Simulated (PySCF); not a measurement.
Compound: C7H11N3.
InChI=1S/C7H11N3/c1-7(2,3)6-8-4-5-9-10-6/h4-5H,1-3H3

Torsions of this conformer, `[CH3:1][C:2]([CH3:3])([CH3:4])[c:5]1[n:6][cH:7][cH:8][n:9][n:10]1`: C1–C2–C5–N6 117°.

The closed-shell ground state was solved at several levels (PySCF, density fitting, gas phase, non-relativistic). Isolated species at its PBE0-D3(BJ)/def2-SVP geometry, gas phase.

```json
{"level": "CAM-B3LYP/def2-SVPD", "basis functions": "288", "HOMO (eV)": "-8.26", "LUMO (eV)": "-0.93", "gap (eV)": "7.33", "dipole (D)": "2.21"}
{"level": "PBE0/pcSseg-1", "basis functions": "225", "HOMO (eV)": "-6.79", "LUMO (eV)": "-2.00", "gap (eV)": "4.79", "dipole (D)": "2.18"}
```

(1) What might CAM-B3LYP/pcSseg-1 (225 basis functions) give for the same quantities?

(2) Over all these levels, which gives the widest orbital gap and which the narrowest?

(3) How far do the dipole and the HOMO energy spread over the levels?

## Answers

(1) HOMO -8.24 eV, LUMO -0.85 eV, gap 7.39 eV, dipole 2.23 D.

(2) CAM-B3LYP/pcSseg-1 (range-separated hybrid) has the widest, 7.39 eV, and PBE0/pcSseg-1 (global hybrid, 25 % exact exchange) the narrowest, 4.79 eV. The two share the basis. From the narrowest to the widest the HOMO moves by -1.45 eV and the LUMO by +1.15 eV.

(3) The dipole runs from 2.18 to 2.23 D (mean 2.21 D) and the HOMO from -8.26 to -6.79 eV.
